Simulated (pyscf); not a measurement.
F–GeH:, singlet

Gas-phase minimum from PySCF at ωB97X-D3(BJ)/def2-SVP, one conformer. 

SMILES: [F][GeH]
```xyz
3

F      0.8705    -0.1328    -1.1839
Ge     1.5414     0.5453     0.2904
H      0.6818    -0.3850     1.2743
```

Bonds (Å): F1–Ge2 1.756, Ge2–H3 1.604. Angles (°): F1–Ge2–H3 94.9.

Properties at ωB97X-D3(BJ)/def2-SVP:

```json
{
  "harmonic_wavenumbers_unscaled": "700, 796, 1923 cm⁻¹",
  "zero_point_energy": "4.9 kcal/mol",
  "rotational_symmetry_number": "1",
  "Entropy of this conformer at 298 K and 1 atm, rigid rotor and harmonic oscillator, modes under 100 cm⁻¹ raised to 100": "252.0 J/(mol K)",
  "dipole_moment": "1.77 D"
}
```

Single-point totals, which compare only within one level (frozen core for MP2 and CC):

| level | total energy (hartree) |
|---|---|
| ωB97X-D3(BJ)/def2-TZVP | -2177.44705 |
| PBE/def2-TZVP | -2177.08573 |
| r²SCAN/def2-TZVP | -2177.43949 |
| B3LYP-D3(BJ)/def2-TZVP | -2177.54797 |
| PBE0-D3(BJ)/def2-TZVP | -2177.13422 |
| M06-2X/def2-TZVP | -2177.46259 |
| ωB97M-D3(BJ)/def2-TZVP | -2177.53362 |
| HF/def2-TZVPP | -2175.43817 |
| MP2/def2-TZVPP | -2175.92049 |
| CCSD/def2-TZVPP | -2175.92755 |
| CCSD(T)/def2-TZVPP | -2175.94354 |

The CCSD(T) − MP2 part came from Ansatz, without density fitting, on the same reference. The frozen core leaves the outer d or s,p core shells of the metals and heavy elements correlated in the MP2 and CC values, and def2-TZVPP describes them poorly, so these totals are far from the basis limit. Elements up to Kr have no core potential and no relativistic terms here.
